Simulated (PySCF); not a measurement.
F₂GeO. Atoms are numbered in the order given.

```xyz
4

Ge     0.0000     0.0000     0.1133
O      0.0000     0.0000     1.7410
F      0.0000     1.3295    -0.9751
F      0.0000    -1.3295    -0.9751
```
Charge 0, spin multiplicity 1.

Geometry optimised at B3LYP-D3(BJ)/def2-SVP.

All values below come from PySCF with B3LYP/pcSseg-2.

GIAO shieldings, no solvent; atoms alike by connectivity are averaged. δ = σ(ref) − σ: ⁷³Ge against GeH4 (σ = 1629.1 ppm); ¹⁷O against H2O (σ = 325.5 ppm); ¹⁹F against CFCl3 (σ = 159.6 ppm), references at their B3LYP-D3(BJ)/def2-TZVP geometries, non-relativistic.

```tsv
nucleus	atoms	count	δ (ppm)
⁷³Ge	Ge1	1	199.8
¹⁷O	O2	1	289.3
¹⁹F	F3, F4	2	-89.0
```
